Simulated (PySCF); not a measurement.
Computed with B3LYP-D3(BJ)/def2-TZVP // B3LYP-D3(BJ)/def2-SVP in PySCF 2.14.0. Gas-phase values, no solvent. One relaxed conformer stands for a flexible species; it need not be the lowest. B3LYP has the VWN-RPA correlation part, as in Gaussian. Excitations are Tamm–Dancoff values on a coarser integration grid. The basis has no diffuse functions, so Rydberg states are missing or too high.

Reference species (SMILES): `CC[Si](CC)(CC)CC` (neutral, multiplicity 1).

The S1–T1 gap (TDA) comes out as 0.16 eV and the T1 excitation (TDA) is 7.06 eV. The LUMO is 0.61 eV.

Changed species: `C(C)[SiH2]CC` (C–C–Si–C torsion 180°, C–Si–C–C torsion 180°) (2 of 4 C2H5 replaced by H; the reference has 0 of 4 C2H5 replaced by H).

Q: Predict the effect on the S1–T1 gap (TDA), T1 excitation (TDA) and LUMO.

A: the S1–T1 gap (TDA) rises by 0.25 eV, to 0.41 eV; the T1 excitation (TDA) goes up by 0.10 eV, to 7.16 eV; the LUMO drops by 0.02 eV, to 0.59 eV.
